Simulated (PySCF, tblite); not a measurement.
Species: C₅H₉ClN₂Si.
Z-matrix (Å and degrees, GFN2-xTB geometry), rows numbered from 1:
```
C 
C   1  1.3209
C   2  1.4876  1  124.35
Si  3  1.9116  2  110.67  1   102.49
Cl  4  2.0142  3  110.58  2   -56.57
N   4  1.7135  3  103.31  2  -166.77
C   6  1.2548  4  138.50  3  -118.48
C   7  1.4655  6  125.95  4    -2.44
N   8  1.2573  7  118.96  6   179.12
H   1  1.0775  2  121.52  3     1.22
H   1  1.0763  2  122.13  3  -178.82
H   2  1.0825  1  120.10  3   178.17
H   3  1.0901  2  110.06  1   -17.88
H   3  1.0901  2  109.93  1  -136.55
H   4  1.4661  3  110.34  2    61.58
H   7  1.0892  6  119.12  4   177.89
H   8  1.0979  7  114.70  6    -0.99
H   9  1.0175  8  116.33  7   179.79
```

Method used: PBE0/pcSseg-1 in PySCF (dipole) on a GFN2-xTB geometry, gas phase.

Masses are those of the commonest isotopes; rigid-rotor values at the optimised geometry. The values belong to one conformer with, in the numbering `[H]/[N:9]=[CH:8]/[CH:7]=[N:6]\[Si@H:4]([CH2:3][CH:2]=[CH2:1])[Cl:5]`, C1–C2–C3–Si4 102°, C2–C3–Si4–Cl5 -57°, C3–Si4–N6–C7 -118°, N6–C7–C8–N9 179°.

(1) Give the principal moments of inertia and the rotational constants in MHz.

(2) What kind of rotor is it?

(3) What does the inertial defect say?

(4) Give the other two planar moments, Paa and Pbb, and the rms extents of the mass along the axes.

(5) Which types of transition are allowed, and where do some lines up to J = 4 fall?

(6) Estimate the classical rotational partition function at 50 K, 100 K and 500 K.

## Answers

(1) Ia = 226.50, Ib = 917.64, Ic = 1064.79 u·Å²; 505379 MHz·u·Å²/I gives A = 2231, B = 550.7, C = 474.6 MHz.

(2) A near-prolate asymmetric top; Ray's κ = -0.913.

(3) Not planar: Δ = Ic − Ia − Ib = -79.36 u·Å². For a rigid frame Δ = −2 Σ m c², so Σ m c² = 39.68 u·Å² lies off the ab plane: 14.69 from hydrogen and 24.99 from heavier atoms. The atom farthest from that plane is 1.79 Å away.

(4) Paa = Σ m a² = (Ib + Ic − Ia)/2 = 877.96 and Pbb = Σ m b² = (Ia + Ic − Ib)/2 = 186.82 u·Å². With the mass M = 160.02 u, the rms extents √(P/M) along a, b and c are 2.34, 1.08, 0.50 Å.

(5) The dipole components are |μa| = 1.37 D, |μb| = 1.83 D, |μc| = 2.18 D. The squared components, which scale the intensities, stand as 0.39 : 0.70 : 1.00 (a : b : c). Some lines, for components of 0.1 D or more:

```tsv
type	branch	J(Ka,Kc)	MHz	lower level (cm⁻¹)
b	R	2(0,2) ← 1(1,1)	368	0.090
b	R	4(0,4) ← 3(1,3)	2575	0.255
b	R	1(1,1) ← 0(0,0)	2706	0.000
c	R	1(1,0) ← 0(0,0)	2782	0.000
a	R	4(1,4) ← 3(1,3)	3944	0.255
a	R	4(2,3) ← 3(2,2)	4099	0.435
a	R	4(3,2) ← 3(3,1)	4106	0.721
b	Q	4(2,2) ← 4(1,3)	4818	0.412
c	Q	3(2,2) ← 3(1,2)	4929	0.270
c	Q	2(2,1) ← 2(1,1)	5042	0.164
b	R	2(2,0) ← 1(1,1)	7247	0.090
b	R	3(2,2) ← 2(1,1)	8118	0.164
c	Q	4(3,2) ← 4(2,2)	8564	0.573
b	Q	4(3,1) ← 4(2,2)	8564	0.573
```

(6) Point group C1, symmetry number σ = 1; q = (√π/σ)·√((kT/h)³/(ABC)), k/h = 20836.6 MHz/K: 78000 at 50 K, 221000 at 100 K, 2470000 at 500 K.

Its GFN2-xTB frequencies are all real (lowest 24 cm⁻¹). These are rigid-rotor constants of the computed structure; measured ground-state constants (B0) also hold zero-point vibration. Quadrupole hyperfine structure (14N, 35Cl) is left out.
